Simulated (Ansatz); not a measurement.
Ga₉Sb₁₀H₂₆⁺, a nanocrystal cut from wurtzite GaSb (hydrogen-capped), relaxed as a singlet with RKS r2SCAN-D4/def2-SVP in Ansatz, starting from a model built from a lattice or polyhedron. Force threshold 0.03 eV/Å.

In the def2 sets Sb takes a core potential; there is no spin–orbit coupling. Single mean-field runs in def2-SVP are fitted with def2-universal-jkfit.

Start:

```xyz
45

Sb    1.974    3.576    2.173
Ga    3.897    1.864    2.773
Sb   -1.956    3.995    0.452
Ga   -2.410    3.902   -2.133
Ga   -0.046    2.298    1.072
Sb    0.765    1.054   -1.095
Sb    3.146   -0.560    2.111
Ga    2.686   -0.684   -0.486
Sb   -3.136    1.495   -2.839
Ga   -1.251   -0.250   -2.196
Sb   -0.443   -1.472   -4.341
Sb    1.921   -3.119   -1.126
Ga    1.495   -3.179   -3.750
Sb   -0.978    0.537    2.808
Ga    0.939   -1.185    3.429
Ga   -3.013   -0.778    1.714
Sb   -2.195   -2.035   -0.465
Sb    0.173   -3.640    2.736
Ga   -0.263   -3.732    0.173
H     2.595    4.762    1.057
H     1.433    4.402    3.590
H     5.179    2.249    2.015
H     4.131    1.939    4.303
H    -1.484    5.582    0.895
H    -3.395    3.583    1.296
H    -1.146    4.293   -2.891
H    -3.516    4.905   -2.498
H     1.379    2.238   -2.215
H     4.366   -1.683    2.532
H     3.972   -0.301   -1.241
H    -3.471    1.401   -4.495
H    -4.635    1.066   -1.979
H     0.157   -0.315   -5.502
H    -1.742   -2.331   -5.072
H     3.185   -4.236   -0.748
H     2.752   -2.805   -4.508
H     1.020   -4.616   -4.123
H    -1.503    1.316    4.232
H     1.189   -1.134    4.939
H    -4.108    0.220    1.366
H    -3.574   -1.779    2.738
H    -3.543   -2.886   -1.187
H     1.418   -4.750    3.135
H    -1.246   -4.050    3.599
H    -0.716   -5.157   -0.247
```

| step | energy (eV) | largest force component (eV/Å) | SCF passes |
| --- | --- | --- | --- |
| 1 | -537168.5574 | 1.202 | 18 |
| 2 | -537170.2381 | 0.850 | 25 |
| 3 | -537170.4060 | 0.264 | 20 |
| 4 | -537170.4825 | 0.087 | 20 |
| 5 | -537170.4992 | 0.036 | 20 |
| 6 | -537170.5049 | 0.118 | 19 |
| 7 | -537170.5076 | 0.084 | 20 |
| 8 | -537170.5125 | 0.030 | 19 |
| 9 | -537170.5159 | 0.065 | 20 |
| 10 | -537170.5163 | 0.128 | 19 |
| 11 | -537170.5201 | 0.075 | 19 |
| 12 | -537170.5231 | 0.009 | 20 |
| 13 | -537170.5240 | 0.024 | 20 |
| 14 | -537170.5244 | 0.062 | 19 |
| 15 | -537170.5249 | 0.039 | 15 |
| 16 | -537170.5255 | 0.003 | 20 |

Force components are those of the run's own axes.

End:

```xyz
45

Sb    2.144    3.396    2.176
Ga    4.257    1.801    2.932
Sb   -1.948    3.937    0.414
Ga   -3.142    4.094   -2.013
Ga   -0.002    2.264    1.123
Sb    0.819    0.904   -1.003
Sb    3.119   -0.521    2.177
Ga    2.857   -0.782   -0.449
Sb   -3.116    1.485   -2.747
Ga   -1.225   -0.304   -2.189
Sb   -0.236   -1.601   -4.271
Sb    1.875   -3.132   -1.189
Ga    1.747   -3.466   -3.859
Sb   -0.990    0.418    2.716
Ga    0.980   -1.168    3.595
Ga   -3.252   -0.334    1.459
Sb   -2.128   -1.969   -0.363
Sb    0.260   -3.568    2.671
Ga   -0.318   -3.892    0.083
H     2.556    4.648    1.104
H     1.528    4.374    3.420
H     5.377    2.174    1.918
H     4.254    1.902    4.484
H    -1.328    5.481    0.757
H    -3.063    3.869    1.690
H    -2.040    4.728   -2.912
H    -4.620    4.512   -1.791
H     1.372    2.071   -2.113
H     4.234   -1.741    2.589
H     4.121   -0.345   -1.256
H    -3.250    1.450   -4.441
H    -4.576    0.694   -2.404
H     0.157   -0.394   -5.400
H    -1.607   -2.205   -5.072
H     3.041   -4.243   -0.638
H     3.000   -2.818   -4.516
H     1.049   -4.819   -4.182
H    -1.437    1.341    4.074
H     1.125   -1.128    5.147
H    -3.627    0.943    0.608
H    -4.211   -1.103    2.410
H    -3.385   -2.749   -1.202
H     1.480   -4.675    3.078
H    -0.979   -4.218    3.633
H    -0.868   -5.312   -0.248
```

By distances, no bond broke or formed. The bond that changes most is Sb1–Ga2, from 2.64 to 2.75 Å (atoms count from 1).

The force fell under the threshold at step 8, but the optimiser went on and released 0.013 eV more. No frequencies were taken in this run, so the end may be a saddle point.

Run time 53 s (11 threads of AMD EPYC 7R13 on a shared host and a whole NVIDIA H100 80GB HBM3), peak host memory 1.5 GiB.
